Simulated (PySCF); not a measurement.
# Ru⁺ (ruthenium, charge +1) across methods

[Kr] 4d7, high-spin 4F determinant. Computed with PySCF 2.14 in aug-cc-pVTZ-PP with ECP28MDF (6s6p5d3f2g, 88 functions), with scalar relativity through the core potential.

```csv
method,E (hartree),mean ε 4p β (eV),mean ε 4d α (eV),mean ε 4d β (eV),Σ⟨r²⟩ (bohr²),⟨S²⟩
PBE,-94.2166,-52.752,-13.308,-11.731,34.52,3.752
B3LYP,-94.2450,-55.130,-14.583,-13.029,34.35,3.753
BP86,-94.2906,-52.934,-13.407,-11.923,34.49,3.752
UHF,-93.58454,-62.831,-18.964,-16.594,33.51,3.756
B97-3,-94.2307,-55.801,-14.854,-13.262,34.04,3.753
r2SCAN,-94.2389,-53.674,-13.544,-11.712,34.13,3.755
PBE0,-94.2070,-55.531,-14.884,-13.144,34.10,3.752
LDA,-93.9913,-52.928,-13.516,-11.822,34.76,3.752
```

Task: Estimate the same row for TPSSh.

Result: E (hartree) = -94.1851; mean ε 4p β (eV) = -53.991; mean ε 4d α (eV) = -13.808; mean ε 4d β (eV) = -12.358; Σ⟨r²⟩ (bohr²) = 34.22; ⟨S²⟩ = 3.752.

Energies and moments cover only the electrons outside the core potential.
